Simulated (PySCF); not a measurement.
**C2H5OSi: g tensor and hyperfine couplings**

Species: C2H5OSi (doublet state).
SMILES with atom numbers: `[CH3:1][SiH:2][CH:3]=[O:4]` (hydrogens: H5, H6, H7 on C1; H8 on Si2; H9 on C3)

Geometry (GFN2-xTB, Å), atoms numbered from 1 in this order:
```xyz
9
C2H5OSi angstrom
C     -1.263    0.170    0.724
Si     0.109    0.459   -0.537
C      1.627   -0.590   -0.564
O      1.822   -1.516    0.227
H     -2.208   -0.072    0.243
H     -0.993   -0.661    1.372
H     -1.427    1.045    1.350
H     -0.041    1.533   -1.507
H      2.388   -0.362   -1.334
```

The hyperfine couplings belong to this conformer and change with its torsions.

The calculation used PySCF 2.14.0, UKS B3LYP, pcH-1 on C H O Si, non-relativistic, mean-field spin-orbit, GIAO. One conformer (not necessarily the lowest) at the GFN2-xTB geometry, without solvent, vibrations or thermal averaging. The geometry wasn't refined by DFT: couplings that depend on bond lengths, twists or pyramidal angles can differ widely from those at the functional's own minimum, by a factor of two or more for some ions and for spin on atoms past the first row. Stability of the SCF solution: not tested.

| Quantity | Value |
| --- | --- |
| g1, g2, g3 | 2.00209, 2.00383, 2.00707 |
| g_iso | 2.00433 |
| Form of g | rhombic: the two nearest values differ by 35 % of g3 − g1 |
| ⟨S²⟩ | 0.7595 (exact 0.7500) |
| α and β electrons | 20, 19 |
| HOMO–LUMO gap, α and β orbitals | 4.76, 3.56 eV |

Isotropic coupling and dipolar principal values T1 to T3, in MHz:

| atom | isotope | a_iso | of which spin–orbit | T1 | T2 | T3 | Mulliken spin population |
| --- | --- | --- | --- | --- | --- | --- | --- |
| C1 | 13C | -10.6 | 0.0 | -1.9 | -0.7 | 2.6 | -0.05 |
| Si2 | 29Si | -127.0 | 1.1 | -162.4 | 80.9 | 81.5 | 0.87 |
| C3 | 13C | -29.8 | 0.0 | -3.2 | -1.6 | 4.8 | -0.04 |
| O4 | 17O | -17.7 | -0.1 | -79.0 | 38.2 | 40.9 | 0.24 |
| H5 | 1H | 41.0 | 0.0 | -2.7 | -1.7 | 4.4 | 0.01 |
| H6 | 1H | 0.8 | 0.0 | -2.1 | -1.7 | 3.8 | 0.00 |
| H7 | 1H | 40.5 | 0.0 | -2.7 | -1.7 | 4.4 | 0.01 |
| H8 | 1H | -39.7 | 0.0 | -10.9 | 3.5 | 7.4 | -0.04 |
| H9 | 1H | -9.6 | 0.0 | -2.2 | -2.1 | 4.3 | -0.01 |

The largest Mulliken spin populations are on Si2 (+0.87) and O4 (+0.24). The angles at Si2 add up to 360.0°, so it is planar; its axial dipolar tensor and the negative coupling of its proton fit spin in a p orbital normal to that plane.

Axes: g3 points within 11° of the Si2–C3 bond.

Under fast tumbling the dipolar parts average out, and these isotropic splittings remain: 1 × 1H (H8, I = 1/2, 2 lines) with 1.41 mT, 3 × 1H (H5/H6/H7, I = 1/2, 4 lines) with 0.98 mT and 1 × 1H (H9, I = 1/2, 2 lines) with 0.34 mT.

Nuclei that the bonding pattern makes equivalent are averaged, as if the motion that swaps them (rotation, inversion, ring flip) were fast. The three 1H nuclei of mean +27.5 MHz run from 0.8 to 41.0 MHz in the frozen geometry.

The 17O coupling of O4 (-17.7 MHz) shows only in satellite lines or after enrichment, since that isotope makes up about 0.038 % of natural oxygen.

The 29Si coupling of Si2 (-127.0 MHz) shows only in satellite lines or after enrichment, since that isotope makes up about 4.7 % of natural silicon.
